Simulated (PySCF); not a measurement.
## Atomic charges against the basis set

Species: C2H8BF2N.
Atom-mapped SMILES: `[BH3-:1][NH2+:2][CH2:3][CH:4]([F:5])[F:6]` (hydrogens: H7, H8, H9 on B1; H10, H11 on N2; H12, H13 on C3; H14 on C4)

PBE0 throughout (PySCF), one geometry, spherical d and f functions. One conformer (not necessarily the lowest) at the PBE0-D3(BJ)/def2-SVP geometry, without solvent, vibrations or thermal averaging. Atoms taken as equivalent share a column and are averaged. The first 7 of 9 kinds of atom are listed.

Mulliken charges (e):

| basis | functions | B1 | N2 | C3 | C4 | F5/F6 | H7/H8/H9 | H10/H11 |
| --- | --- | --- | --- | --- | --- | --- | --- | --- |
| STO-3G | 38 | -0.041 | -0.326 | -0.085 | +0.147 | -0.110 | -0.114 | +0.259 |
| 6-31G | 70 | -0.008 | -0.744 | -0.230 | +0.412 | -0.308 | -0.084 | +0.382 |
| pcSseg-0 | 70 | -0.209 | -0.813 | -0.318 | +0.484 | -0.355 | -0.017 | +0.378 |
| 6-31G* | 100 | -0.122 | -0.683 | -0.280 | +0.503 | -0.319 | -0.068 | +0.394 |
| cc-pVDZ | 124 | -0.233 | +0.019 | -0.011 | +0.362 | -0.202 | -0.079 | +0.139 |
| def2-SVP | 124 | -0.226 | -0.102 | +0.025 | +0.405 | -0.229 | -0.073 | +0.171 |
| 6-311+G(2d,p) | 210 | -0.160 | -0.423 | -0.255 | +0.316 | -0.265 | -0.050 | +0.324 |
| aug-cc-pVDZ | 210 | -2.242 | -0.344 | +0.842 | +1.417 | -0.470 | +0.628 | +0.112 |
| def2-TZVP | 234 | -0.337 | -0.234 | -0.159 | +0.264 | -0.191 | -0.037 | +0.271 |
| IGLO-III | 290 | -0.009 | -0.464 | -0.153 | +0.315 | -0.233 | -0.106 | +0.325 |
| cc-pVTZ | 292 | -0.416 | +0.064 | -0.128 | +0.325 | -0.187 | -0.026 | +0.144 |
| pcSseg-2 | 328 | +0.032 | -0.276 | +0.069 | +0.493 | -0.272 | -0.112 | +0.183 |

IAO charges (e):

```tsv
basis	functions	B1	N2	C3	C4	F5/F6	H7/H8/H9	H10/H11
STO-3G	38	-0.295	-0.238	-0.208	+0.179	-0.139	-0.051	+0.263
6-31G	70	-0.385	-0.285	-0.205	+0.381	-0.285	-0.027	+0.300
pcSseg-0	70	-0.399	-0.278	-0.203	+0.383	-0.279	-0.026	+0.297
6-31G*	100	-0.366	-0.274	-0.189	+0.439	-0.297	-0.034	+0.292
cc-pVDZ	124	-0.396	-0.268	-0.188	+0.436	-0.297	-0.027	+0.293
def2-SVP	124	-0.386	-0.263	-0.182	+0.438	-0.299	-0.031	+0.292
6-311+G(2d,p)	210	-0.397	-0.281	-0.191	+0.439	-0.308	-0.026	+0.300
aug-cc-pVDZ	210	-0.398	-0.276	-0.191	+0.440	-0.307	-0.026	+0.298
def2-TZVP	234	-0.395	-0.281	-0.192	+0.447	-0.308	-0.027	+0.299
IGLO-III	290	-0.396	-0.282	-0.192	+0.442	-0.308	-0.026	+0.300
cc-pVTZ	292	-0.396	-0.281	-0.193	+0.445	-0.307	-0.026	+0.300
pcSseg-2	328	-0.393	-0.282	-0.192	+0.446	-0.309	-0.027	+0.300
```

Hirshfeld charges (e):

```tsv
basis	functions	B1	N2	C3	C4	F5/F6	H7/H8/H9	H10/H11
STO-3G	38	-0.088	+0.034	+0.045	+0.161	-0.080	-0.128	+0.142
6-31G	70	-0.106	-0.012	0.000	+0.158	-0.109	-0.110	+0.153
pcSseg-0	70	-0.107	+0.001	+0.002	+0.159	-0.102	-0.114	+0.149
6-31G*	100	-0.106	-0.015	-0.002	+0.151	-0.099	-0.110	+0.154
cc-pVDZ	124	-0.102	-0.024	-0.012	+0.143	-0.090	-0.109	+0.155
def2-SVP	124	-0.107	-0.024	-0.012	+0.149	-0.094	-0.109	+0.156
6-311+G(2d,p)	210	-0.084	-0.058	-0.019	+0.149	-0.099	-0.104	+0.156
aug-cc-pVDZ	210	-0.090	-0.060	-0.024	+0.146	-0.095	-0.101	+0.155
def2-TZVP	234	-0.092	-0.053	-0.019	+0.146	-0.096	-0.104	+0.156
IGLO-III	290	-0.091	-0.060	-0.023	+0.146	-0.096	-0.102	+0.156
cc-pVTZ	292	-0.093	-0.050	-0.019	+0.145	-0.093	-0.105	+0.156
pcSseg-2	328	-0.091	-0.060	-0.022	+0.146	-0.095	-0.102	+0.156
```

Some averages cover members that differ in this geometry, most widely: H7/H8/H9, Mulliken in aug-cc-pVDZ +0.587 to +0.706 e.

Which scheme is steadiest as the basis changes?

Largest range over the bases for any column: Hirshfeld 0.09 e, IAO 0.27 e, Mulliken 2.27 e. Hirshfeld charges move least and Mulliken charges most, counted in e. Without the minimal STO-3G basis the ranges are Hirshfeld 0.06, IAO 0.07, Mulliken 2.27 e.

How much do the charges still move between the two largest bases, cc-pVTZ and pcSseg-2?

At most, over all atoms: Mulliken 0.448 e, IAO 0.003 e, Hirshfeld 0.010 e.

What do the same runs give for the total energy, the frontier levels and the dipole moment?

| basis | energy (Eh) | HOMO (eV) | LUMO (eV) | μ (D) |
| --- | --- | --- | --- | --- |
| STO-3G | -355.0850 | -5.56 | 7.01 | 5.45 |
| 6-31G | -359.8263 | -7.61 | 1.32 | 4.78 |
| pcSseg-0 | -359.0938 | -7.84 | 1.05 | 5.14 |
| 6-31G* | -359.9132 | -7.59 | 1.51 | 4.83 |
| cc-pVDZ | -359.9433 | -7.72 | 1.02 | 4.71 |
| def2-SVP | -359.6576 | -7.74 | 1.02 | 4.78 |
| 6-311+G(2d,p) | -360.0431 | -7.91 | -0.23 | 4.49 |
| aug-cc-pVDZ | -359.9740 | -7.88 | -0.42 | 4.48 |
| def2-TZVP | -360.0762 | -7.89 | 0.38 | 4.55 |
| IGLO-III | -360.0853 | -7.91 | 0.11 | 4.50 |
| cc-pVTZ | -360.0622 | -7.88 | 0.52 | 4.57 |
| pcSseg-2 | -360.0768 | -7.91 | 0.07 | 4.51 |

The dipole is fixed by the density alone, so its range of 0.97 D shows that the density itself changes with the basis, not only its division among atoms.
